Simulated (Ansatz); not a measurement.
Consider the cleavage of the Si–Al bond: `[AlH2][SiH2][GeH3]` + H–F → `F[SiH2][GeH3]` + `[AlH3]`.

Gas-phase electronic energies from Ansatz, PBE0-D4/def2-TZVP geometries. CCSD(T)/CBS adds triple-zeta CCSD(T) − MP2 to the extrapolated MP2 energy (def2 sets, frozen cores). This one scheme is used for every species. For Ge outer-core shells are correlated without core-valence functions, which leaves a few kJ/mol of doubt a bond. Scalar relativity is left out up to krypton.

`[AlH2][SiH2][GeH3]`:

Cartesian coordinates in Å:
```
Al 0.227 -1.954 1.071
Si -1.006 -0.134 0.001
Ge 0.529 1.519 -0.782
H 0.747 -3.182 0.208
H 0.572 -1.885 2.619
H -1.945 0.552 0.935
H -1.795 -0.590 -1.180
H -0.196 2.694 -1.461
H 1.361 2.076 0.388
H 1.507 0.903 -1.799
```

H–F:

```xyz
2

F    -0.118    0.419    0.149
H     0.118   -0.419   -0.149
```

`F[SiH2][GeH3]`:

Cartesian coordinates in Å:
```
F 2.011 -0.478 0.973
Si 1.018 -0.541 -0.287
Ge -1.032 0.537 0.259
H 1.691 0.130 -1.428
H 0.802 -1.972 -0.621
H -1.722 -0.161 1.442
H -1.970 0.474 -0.959
H -0.799 2.012 0.620
```

`[AlH3]`:

Z-matrix (Å, degrees):
```
Al
H 1 1.586
H 1 1.586 2 120.0
H 1 1.586 2 120.0 3 -179.9
```

```
             species  HF/CBS(def2) energy (Eh)
`[AlH2][SiH2][GeH3]`               -2610.35353
                 H–F                -100.07071
     `F[SiH2][GeH3]`               -2466.82695
            `[AlH3]`                -243.65031
```

Work out ΔE.

ΔE = (-2466.82695) + (-243.65031) − (-2610.35353) − (-100.07071) = -0.05302 Eh = -1.44 eV. CCSD(T)/CBS gives -1.04 eV.

Largest T1 diagnostic among the species: 0.012.

From PBE to PBE0 (25 % exact exchange), in def2-TZVPP and without D4, ΔE moves by −0.04 eV. Leaving LDA and LC-ωPBE aside and taking each functional with its dispersion term where it has one, the values, not all of them listed here, spread over 0.38 eV, from CAM-B3LYP-D4 to PBE-D4. At CCSD(T), def2-SVP lies +0.05 eV from the extrapolated value and def2-TZVPP +0.01 eV.
